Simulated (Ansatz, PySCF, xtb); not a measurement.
Isomers of CH4N2Si. All species are isolated molecules in the gas phase. One relaxed conformer stands for each flexible species; it need not be the lowest. Strings in code marks are SMILES.

Quantity: electronic energy of isomers of CH4N2Si relative to `N#C[SiH2]N`, in kJ/mol. The restricted reference of `N=C=[SiH]N` and `[H]/N=C\[SiH]=N\[H]` is unstable towards unrestricted orbitals.

Level 1: frozen-core MP2/cc-pVTZ // B3LYP-D3(BJ)/def2-TZVP (Ansatz, an electronic-structure program)
Level 2: PBE/6-31G* // B3LYP-D3(BJ)/def2-TZVP (PySCF)
Level 3: HF/cc-pVTZ // B3LYP-D3(BJ)/def2-TZVP (Ansatz)
Level 4: GFN2-xTB (xtb)

```csv
species,level 1,level 2,level 3,level 4
`N#CN[SiH3]`,91.0,60.8,82.7,-88.5
`[H]/N=C\N=[SiH2]` (N–C–N–Si torsion 87°),228.3,157.7,256.2,-53.4
`[H]/N=C\[SiH]=N\[H]` (N–C–Si–N torsion 0°),231.6,180.2,271.7,59.7
`N=C=N[SiH3]`,82.1,25.61,76.9,-138.1
`N=C=[SiH]N`,241.3,169.2,277.7,168.9
`[H]/N=[SiH]/N=C` (C–N–Si–N torsion 59°),183.5,139.2,209.5,-25.73
```
